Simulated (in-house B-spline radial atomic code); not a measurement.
A fraction x of an electron is removed from 3d in the krypton ion Kr⁵⁺, starting from [Ar] 3d10 4s2 4p1 and keeping the highest spin. Computed with a radial B-spline atomic code at the basis-set limit: scalar-relativistic (X2C) B97-1, spin-polarised, spherical fractional occupations, Fermi nucleus of rms radius 4.1884 fm.

Caution: exact exchange at fractional occupations of open shells leaves self-interaction of up to several eV.

```json
{"x": "0", "E(x) - E(0) (eV)": "0.0000", "3d down level (eV)": "-159.706"}
{"x": "0.24", "E(x) - E(0) (eV)": "39.2045", "3d down level (eV)": "-167.016"}
{"x": "0.25", "E(x) - E(0) (eV)": "40.8762", "3d down level (eV)": "-167.323"}
{"x": "0.5", "E(x) - E(0) (eV)": "83.6706", "3d down level (eV)": "-175.051"}
{"x": "0.55", "E(x) - E(0) (eV)": "?", "3d down level (eV)": "?"}
{"x": "0.65", "E(x) - E(0) (eV)": "110.2795", "3d down level (eV)": "-179.741"}
{"x": "0.82", "E(x) - E(0) (eV)": "141.2907", "3d down level (eV)": "-185.104"}
{"x": "0.98", "E(x) - E(0) (eV)": "?", "3d down level (eV)": "?"}
{"x": "1", "E(x) - E(0) (eV)": "175.1244", "3d down level (eV)": "-190.836"}
```

Question: What belongs in the row x = 0.55?

Answer: An energy change of 92.4621 eV; 3d down at -176.610 eV.

Question: What belongs in the row x = 0.98?

Answer: An energy change of 171.3141 eV; 3d down at -190.197 eV.

Question: Check Janak's theorem between x = 0.24 and 0.25.

Answer: The slope of the energy is 167.17 eV; the orbital levels give 167.17 eV (-ε of the emptying orbital, averaged over the two points).
